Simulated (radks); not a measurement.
Species: the lanthanum ion La48+. Configuration: [He] 2s2 2p5. Method: scalar-relativistic Kohn-Sham, PBE, spin-polarised, spherical densities, point nucleus; open shells are filled with parallel spins first (spin-orbit coupling, left out, can overturn this in heavy ions); computed with a radial shooting solver on a logarithmic mesh with Libxc functionals.

Normalised radial functions P(r) = r R(r), r in bohr:

| r | 1s up |
|---|---|
| 0.001298 | 1.3241 |
| 0.00156 | 1.5420 |
| 0.00189 | 1.8020 |
| 0.00229 | 2.0973 |
| 0.002775 | 2.4294 |
| 0.003362 | 2.7977 |
| 0.004042 | 3.1818 |
| 0.004897 | 3.6087 |
| 0.005934 | 4.0512 |
| 0.00719 | 4.4916 |
| 0.008711 | 4.9056 |
| 0.01056 | 5.2611 |
| 0.01269 | 5.5110 |
| 0.01537 | 5.6363 |
| 0.01863 | 5.5830 |
| 0.02257 | 5.3204 |
| 0.02735 | 4.8385 |
| 0.03287 | 4.1902 |
| 0.03983 | 3.3740 |
| 0.04826 | 2.5034 |
| 0.05848 | 1.6825 |
| 0.07085 | 1.0034 |
| 0.08517 | 0.5340 |
| 0.1032 | 0.2333 |
| 0.125 | 0.0826 |
| 0.1515 | 0.0227 |
| 0.1836 | 0.0046 |
| 0.2207 | 0.0007 |
| 0.2674 | 0.0001 |
| 0.324 | 0.0000 |

1s up: eigenvalue -42445 eV, 0 radial nodes, <r> = 0.0250 bohr, 90 % of the charge inside 0.0451 bohr.
